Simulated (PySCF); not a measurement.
Bonding in Si(NMeEt)Cl3

Species: Si(NMeEt)Cl3, C₃H₈Cl₃NSi.
Z-matrix (Å and degrees, PBE0-D3(BJ)/def2-SVP geometry), rows numbered from 1:
```
Si
N   1  1.7009
C   2  1.4488  1  119.94
C   2  1.4562  1  122.09  3  -161.64
C   4  1.5219  2  114.46  1    87.33
H   3  1.1037  2  109.96  1   141.93
H   3  1.1048  2  112.93  1   -97.26
H   3  1.0991  2  110.45  1    23.58
H   4  1.1049  2  107.61  1  -149.78
H   4  1.1003  2  108.49  1   -35.46
H   5  1.1007  4  110.58  2   178.71
H   5  1.1011  4  110.86  2   -61.47
H   5  1.1007  4  111.86  2    58.81
Cl  1  2.0606  2  113.69  3    73.69
Cl  1  2.0518  2  110.27  3   -45.59
Cl  1  2.0479  2  109.67  3  -166.24
```

Bond orders from the PBE0/pcSseg-1 density (PySCF). Isolated species at its PBE0-D3(BJ)/def2-SVP geometry (one conformer only).

Question: Set the Mayer orders of the bonds between heavy atoms beside their lengths.

Answer: 
```
    bond  length (Å)  Mayer order
  Si1–N2       1.701        1.070
Si1–Cl14       2.061        1.012
Si1–Cl15       2.052        1.011
Si1–Cl16       2.048        1.005
   N2–C3       1.449        0.942
   N2–C4       1.456        0.930
   C4–C5       1.522        1.047
```

Question: And the bonds to hydrogen?

Answer: C–H: 0.95 to 0.96 (8 bonds).

Question: Sum the orders of all bonds at each heavy atom with more than one neighbour.

Answer: Si1 4.098, N2 2.942, C3 3.811, C4 3.873, C5 3.929. Orders between atoms that aren't bonded are not in these sums.

For a closed shell the Mayer order of atoms A and B is Σ (PS)μν (PS)νμ over the basis functions μ on A and ν on B, with P the density and S the overlap matrix.

The run behind these numbers computed NMR shieldings as well. On one thread of an AMD EPYC, no GPU, shared host with 64 logical CPUs at a one-minute load of 60, this took 85 s of wall time (grids of density and orbitals included) and 1.1 GiB of memory at its peak.
